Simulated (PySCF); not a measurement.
# From computed data to an observable: oscillator strength and radiative lifetime

CH₃Cl₃SSi, SMILES Cl[Si](Cl)(SC)Cl.

Coordinates come from a B3LYP-D3(BJ)/def2-SVP optimisation. The structure was generated by enumeration, and PubChem lists no compound with its InChIKey, so it may never have been made. One conformer was computed; it need not be the lowest.

TDA-LC-ωPBE/def2-SVPD in PySCF 2.14.0 puts the first singlet state with f over 0.02 at 8.04 eV (vertical), with the transition dipole (0.000, 0.000, -0.367) in atomic units.

### Question
Find the oscillator strength, the wavelength and the radiative lifetime that this transition would have in vacuum if emission retraced absorption.

### Answer

|μ|² = 0.1347 au, so |μ| = 0.93 D. ΔE = 8.04/27.211 = 0.2955 hartree. f = (2/3) ΔE |μ|² = 0.027 (the program prints 0.026).
λ = 1239.84/8.04 = 154 nm; ν = 64847 cm⁻¹.
Einstein's coefficient A = 0.6670 ν² f s⁻¹ (ν in cm⁻¹) = 7.4e7 s⁻¹, so τ = 1/A = 13 ns. This state is S6; the lower singlets have f = 0.005, 0.007, 0.007, 0.009, 0.010. The figure is the radiative limit of this one transition; relaxation, internal conversion, crossing to triplets and a medium change what is measured.
